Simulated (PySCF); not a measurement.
# First hyperpolarisability: `[SiH3]C=C=C[SiH3]`, C3H8Si2

Molfile (atoms numbered from 1):
```
C3H8Si2
     RDKit          3D

 13 12  0  0  0  0  0  0  0  0999 V2000
    2.5923    0.1379    0.5548 Si  0  0  0  0  0  4  0  0  0  0  0  0
    1.3285    0.0513   -0.8060 C   0  0  0  0  0  0  0  0  0  0  0  0
    0.1436   -0.4431   -0.5919 C   0  0  0  0  0  0  0  0  0  0  0  0
   -1.0433   -0.9059   -0.3250 C   0  0  0  0  0  0  0  0  0  0  0  0
   -2.3918    0.2170    0.2904 Si  0  0  0  0  0  4  0  0  0  0  0  0
    3.7998   -0.6543    0.1981 H   0  0  0  0  0  0  0  0  0  0  0  0
    3.0209    1.5461    0.7693 H   0  0  0  0  0  0  0  0  0  0  0  0
    1.9918   -0.3995    1.8005 H   0  0  0  0  0  0  0  0  0  0  0  0
    1.5662    0.4258   -1.8002 H   0  0  0  0  0  0  0  0  0  0  0  0
   -1.2329   -1.9689   -0.4634 H   0  0  0  0  0  0  0  0  0  0  0  0
   -3.5475    0.2086   -0.6461 H   0  0  0  0  0  0  0  0  0  0  0  0
   -1.8527    1.5943    0.4065 H   0  0  0  0  0  0  0  0  0  0  0  0
   -2.8801   -0.2446    1.6175 H   0  0  0  0  0  0  0  0  0  0  0  0
  1  2  1  0
  2  3  2  0
  3  4  2  0
  4  5  1  0
  1  6  1  0
  1  7  1  0
  1  8  1  0
  2  9  1  0
  4 10  1  0
  5 11  1  0
  5 12  1  0
  5 13  1  0
M  END
```

Level of theory: PySCF 2.14.0, quadratic response CAM-B3LYP/def2-TZVPD first hyperpolarisability, Taylor convention, gas phase. Geometry: PBE0-D3(BJ)/def2-TZVP.

(1) What is the first hyperpolarisability, and how does it disperse?

(2) Which lowest excitations, dipole and polarisabilities go with it?

Answers

(1) In au, Taylor convention; the vector part is βᵢ = ⅓ Σⱼ (βᵢⱼⱼ + βⱼᵢⱼ + βⱼⱼᵢ); β∥ is 3/5 of the vector part along the dipole, the dipole points from − to +:
```
                   process  λ (nm)  β vector norm    β∥  β HRS  depolarisation ratio
           static β(0;0,0)       ∞          105.7  63.4   42.7                  5.43
second harmonic β(−2ω;ω,ω)    1907          109.9  65.9   44.5                  5.42
         Pockels β(−ω;ω,0)    1907          107.0  64.2      –                     –
second harmonic β(−2ω;ω,ω)    1064          120.1  72.1   49.0                  5.38
         Pockels β(−ω;ω,0)    1064          110.2  66.1      –                     –
```

(2) S1 5.67 eV (f = 0.002); S2 5.80 eV (f = 0.000); S3 6.58 eV (f = 0.002); dipole 0.56 D; isotropic α 97.5 au static, 97.9 au at 1907 nm, 98.8 au at 1064 nm, 99.1 au at 953.5 nm, 103.0 au at 532 nm.
